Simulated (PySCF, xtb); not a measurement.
silanone (H2OSi), SMILES [SiH2]=O.

Harmonic wavenumbers (cm⁻¹) from GFN2-xTB run with xtb at its own minimum, in rising order: 582, 673, 874, 1400, 2280, 2357.

What does PBE-D3(BJ)/def2-TZVP in PySCF give at its own minimum? (The exact figures need the calculation; the answer reports its results.)

653, 657, 968, 1179, 2139, 2159. Paired by order, the mean absolute difference is 123 cm⁻¹ and the zero-point energies are 11.7 and 11.1 kcal/mol.
